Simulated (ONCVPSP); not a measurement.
# chromium: excitation energies, all-electron against ONCV

ONCVPSP 4.0.1 input, shortened (lines: element, Z, core and valence counts, functional; n l f; lmax; l rc ep ncon nbas qcut; lloc lpopt rc5 dvloc0; l nproj debl; icmod fcfact rcfact), PBE, scalar-relativistic:

```
  Cr 24.00    3    4        4      upf
    1    0    2.00
    2    0    2.00
    2    1    6.00
    3    0    2.00
    3    1    6.00
    3    2    5.00
    4    0    0.50
    3
    0    1.25    0.00    4    8    9.50
    1    1.45    0.00    5    8    9.80
    2    1.50    0.00    4    8   11.80
    3    1.50    0.36    5   10    7.40
    4    5    1.10    4.00
    0    2    0.50
    1    2    3.70
    2    1    1.70
    3    2    0.40
    3    5.00    1.05
```

Energies are relative to the spin-unpolarised reference configuration 3s2 3p6 3d5 4s0.5; without spin polarisation the order of configurations can differ from experiment.

(1) Give the all-electron excitation energy and the error of the potential for: 3s2 3p6 3d5 4s1; 3s2 3p6 3d5 4s0; 3s2 3p6 3d4 4s0; 3s2 3p6 3d4 4s2.

Levels in the configuration 3s2 3p6 3d5 4s0:

```json
{"level": "3s", "all-electron (eV)": "-80.984", "pseudo (eV)": "-80.982"}
{"level": "3p", "all-electron (eV)": "-52.475", "pseudo (eV)": "-52.471"}
{"level": "3d", "all-electron (eV)": "-9.875", "pseudo (eV)": "-9.875"}
```

Answers

(1)

```tsv
valence configuration	charge	ΔE all-electron (eV)	error AE − PS (meV)
3s2 3p6 3d5 4s1	0	-2.707	+0.1
3s2 3p6 3d5 4s0	+1	4.194	0.0
3s2 3p6 3d4 4s0	+2	20.247	-3.6
3s2 3p6 3d4 4s2	0	-2.807	+6.4
```
